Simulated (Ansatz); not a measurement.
Complex: H2 (SMILES [H][H]) (first 2 atoms) with CH2O2 (SMILES O=CO); geometry from B3LYP-D3(BJ)/def2-TZVP.
(charge 0, multiplicity 1):
```json
[
 {"atom": "H", "x (Å)": "0.0150", "y (Å)": "0.4129", "z (Å)": "-0.4402"},
 {"atom": "H", "x (Å)": "-0.0776", "y (Å)": "-0.1963", "z (Å)": "-0.0196"},
 {"atom": "O", "x (Å)": "-0.1370", "y (Å)": "-1.1756", "z (Å)": "2.7108"},
 {"atom": "C", "x (Å)": "0.0718", "y (Å)": "-0.1692", "z (Å)": "3.3260"},
 {"atom": "O", "x (Å)": "0.2679", "y (Å)": "1.0427", "z (Å)": "2.7836"},
 {"atom": "H", "x (Å)": "0.1318", "y (Å)": "-0.0997", "z (Å)": "4.4196"},
 {"atom": "H", "x (Å)": "0.2092", "y (Å)": "0.9488", "z (Å)": "1.8174"}
]
```

Basis-set superposition error: the interaction energy with monomers in their own basis, and in the dimer's basis (counterpoise).

Run with Ansatz (an electronic-structure program). Values without a source in brackets are computed.

| level | uncorrected (meV) | counterpoise (meV) | difference |
|---|---|---|---|
| HF/aug-cc-pVTZ | -10.5 | -8.8 | 1.7 |
| PBE/def2-TZVPPD | -39.7 | -38.9 | 0.8 |
| BLYP/def2-TZVPPD | -3.8 | -2.9 | 0.9 |
| r2SCAN/def2-TZVPPD | -34.3 | -33.6 | 0.7 |
| wB97X-V/def2-TZVPPD | -46.4 | -45.7 | 0.6 |
| B2PLYP/def2-TZVPPD | -29.0 | -26.7 | 2.3 |
| MP2/aug-cc-pVDZ | -47.6 | -29.8 | 17.8 |
| SCS-MP2/aug-cc-pVTZ | -38.1 | -29.8 | 8.3 |
| CCSD/aug-cc-pVTZ | -43.5 | -36.7 | 6.8 |
| CCSD(T)/aug-cc-pVTZ | -48.9 | -41.8 | 7.2 |

The error is largest for MP2/aug-cc-pVDZ (17.8 meV) and smallest for wB97X-V/def2-TZVPPD (0.6 meV).
